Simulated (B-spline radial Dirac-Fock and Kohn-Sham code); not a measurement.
**The L3-M23M23 Auger spectrum of S²⁻**

System: the S²⁻ ion, [Ne] 3s2 3p6, inside a Watson sphere of charge +2 and radius 1.564 Å (a model of the Madelung potential; inside it an electron's potential energy is lowered by 18.4 eV).

Level of theory: relaxed Dirac-Fock hole states (ΔSCF) with Breit and QED corrections and a finite nucleus; a radial finite-basis atomic code. The two-hole levels come from diagonalising the Coulomb interaction among the jj configurations; intensities are independent-particle Coulomb rates. Kinetic energies are from the vacuum level. Electron correlation is not included.

```tsv
kinetic energy (eV)	J	leading jj holes (weight)	leading LS term (weight)	intensity (%)
136.4	0	M3M3 (0.65)	¹S0 (1.00)	10.3
138.6	2	M2M3 (0.69)	¹D2 (1.00)	40.3
140.1	0	M2M2 (0.65)	³P0 (1.00)	2.9
140.1	1	M2M3 (1.00)	³P1 (1.00)	12.2
140.2	2	M3M3 (0.69)	³P2 (1.00)	34.2
```

The strongest line, by its leading LS label ¹D2, lies at 138.6 eV. The mean weight of the leading component is 0.73 in jj and 1.00 in LS coupling, so LS labels describe these levels better.

Values without a named source are computed, but for edge energies of neutral atoms, which are taken from tables.
